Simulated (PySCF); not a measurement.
## Niobium: a sound run and one with changed settings

Sound run: Nb+ [Kr] 4d4, Nb(2+) [Kr] 4d3. Computed with PySCF 2.14 in cc-pVTZ-PP with ECP28MDF (5s5p4d2f1g, 63 functions), with scalar relativity through the core potential. In the sound run the correlated levels freeze 4s2 4p6 outside the core potential. The sound run starts from symmetry-adapted Hartree-Fock orbitals and uses a fine grid where one is needed.

Changed run: all electrons correlated in a basis built for the valence shell.

| species | method | sound run (hartree) | changed run (hartree) | converged |
| --- | --- | --- | --- | --- |
| Nb+ | MP2 | -55.96410 | -56.22736 | yes |
| Nb(2+) | MP2 | -55.46458 | -55.71032 | yes |

Ionisation energy of Nb+:

| method | sound run (eV) | changed run (eV) |
| --- | --- | --- |
| UHF | 13.052 | 13.052 |
| MP2 | 13.593 | 14.069 |
| SCS-MP2 | 13.232 | 13.703 |

A valence basis has no tight correlating functions, so it recovers only part of the core correlation, and not evenly between atom and ion.

For comparison, NIST gives 14.32 eV between the lowest levels.
